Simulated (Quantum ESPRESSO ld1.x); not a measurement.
Isoelectronic series with 46 electrons, each ion in its NIST ground configuration. Method: Dirac Kohn-Sham, BLYP, spin-unpolarised, spherical densities, point nucleus; computed with ld1.x of Quantum ESPRESSO 7.5. Total energies (hartree) and orbital eigenvalues (hartree):

Pd: configuration [Kr] 4d10; E (hartree) -5047.51; 4d5/2 -0.1418; 4d3/2 -0.1578; 4p3/2 -1.8290
Ag+: configuration [Kr] 4d10; E (hartree) -5317.54; 4d5/2 -0.5644; 4d3/2 -0.5853; 4p3/2 -2.3939
Cd2+: configuration [Kr] 4d10; E (hartree) -5595.66; 4d5/2 -1.1046; 4d3/2 -1.1310; 4p3/2 -3.0844
In3+: configuration [Kr] 4d10; E (hartree) -5881.88; 4d5/2 -1.7416; 4d3/2 -1.7743; 4p3/2 -3.8758
Sn4+: configuration [Kr] 4d10; E (hartree) -6176.21; 4d5/2 -2.4649; 4d3/2 -2.5046; 4p3/2 -4.7562
Sb5+: configuration [Kr] 4d10; E (hartree) -6478.68; 4d5/2 -3.2684; 4d3/2 -3.3160; 4p3/2 -5.7185
Te6+: configuration [Kr] 4d10; E (hartree) -6789.32; 4d5/2 -4.1481; 4d3/2 -4.2044; 4p3/2 -6.7585
I7+: configuration [Kr] 4d10; E (hartree) -7108.17; 4d5/2 -5.1012; 4d3/2 -5.1673; 4p3/2 -7.8731
Xe8+: configuration [Kr] 4d10; E (hartree) -7435.28; 4d5/2 -6.1258; 4d3/2 -6.2027; 4p3/2 -9.0604
Cs9+: configuration [Kr] 4d10; E (hartree) -7770.68; 4d5/2 -7.2205; 4d3/2 -7.3091; 4p3/2 -10.3189
Ba10+: configuration [Kr] 4d10; E (hartree) -8114.43; 4d5/2 -8.3840; 4d3/2 -8.4855; 4p3/2 -11.6476
La11+: configuration [Kr] 4d10; E (hartree) -8466.58; 4d5/2 -9.6155; 4d3/2 -9.7312; 4p3/2 -13.0454
Ce12+: configuration [Kr] 4d10; E (hartree) -8827.18; 4d5/2 -10.9143; 4d3/2 -11.0453; 4p3/2 -14.5119
Pr13+: configuration [Kr] 4d10; E (hartree) -9196.30; 4d5/2 -12.2798; 4d3/2 -12.4276; 4p3/2 -16.0466
Nd14+: configuration [Kr] 4d10; E (hartree) -9573.98; 4d5/2 -13.7115; 4d3/2 -13.8774; 4p3/2 -17.6489
Pm15+: configuration [Kr] 4d10; E (hartree) -9960.29; 4d5/2 -15.2090; 4d3/2 -15.3945; 4p3/2 -19.3187
